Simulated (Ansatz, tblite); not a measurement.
Removing and adding an electron: `[C-]#[N+]CCCCCCCCCCCC#N`. The state is a singlet with charge 0. Geometry: PBE-D4/def2-SVP. Ansatz, gas phase; energy differences of separate SCF runs; the oxidised species was run as a doublet alone; the reduced species was run as a doublet alone.

The xTB rows come from tblite. Single mean-field runs in def2-TZVP are fitted with def2-universal-jkfit. HOMO above LUMO, or a gap near zero within one spin, warns that the state may not be the lowest or that an electron is smeared out.

```json
{"level": "GFN1-xTB", "−HOMO (eV)": "11.12", "vertical IE (eV)": "13.99", "−LUMO (eV)": "6.47", "vertical EA (eV)": "3.99", "HOMO–LUMO gap (eV)": "4.65", "IE − EA (eV)": "10.00", "remarks": "–"}
{"level": "GFN2-xTB", "−HOMO (eV)": "11.50", "vertical IE (eV)": "13.21", "−LUMO (eV)": "5.98", "vertical EA (eV)": "3.37", "HOMO–LUMO gap (eV)": "5.52", "IE − EA (eV)": "9.84", "remarks": "–"}
{"level": "PBE-D4/def2-TZVP", "−HOMO (eV)": "7.08", "vertical IE (eV)": "9.21", "−LUMO (eV)": "0.58", "vertical EA (eV)": "–", "HOMO–LUMO gap (eV)": "6.50", "IE − EA (eV)": "–", "remarks": "gap within one spin near zero (+1 doublet)"}
{"level": "BLYP-D4/def2-TZVP", "−HOMO (eV)": "7.01", "vertical IE (eV)": "9.16", "−LUMO (eV)": "0.49", "vertical EA (eV)": "–", "HOMO–LUMO gap (eV)": "6.51", "IE − EA (eV)": "–", "remarks": "gap within one spin near zero (+1 doublet)"}
{"level": "PBE0-D4/def2-TZVP", "−HOMO (eV)": "8.72", "vertical IE (eV)": "10.09", "−LUMO (eV)": "-0.44", "vertical EA (eV)": "-1.39", "HOMO–LUMO gap (eV)": "9.16", "IE − EA (eV)": "11.48", "remarks": "HOMO above zero (-1 doublet)"}
```

Relaxing the oxidised species (PBE-D4/def2-SVP) changes its energy by -0.12 eV at PBE-D4/def2-TZVP, so the adiabatic ionisation energy to this nearest minimum is 9.08 eV. At PBE0-D4/def2-TZVP it is 9.94 eV. The gap within one spin of the relaxed charge 1 doublet nearly closes, so an electron or hole may be smeared out by delocalisation error.  Run but left out: PBE-D4/def2-TZVP, BLYP-D4/def2-TZVP (charge -1 doublet: an occupied level 0.00 eV above an empty one).   A HOMO above zero means that the electron is unbound at that level or that self-interaction error raises the level; the energy of removing that electron tells which. Raw xTB energy differences between charge states are shifted by several eV; the methods need an empirical correction for them. Sets without diffuse functions give affinities that are too small. A negative affinity means that the extra electron isn't bound; its size then hangs on the basis.
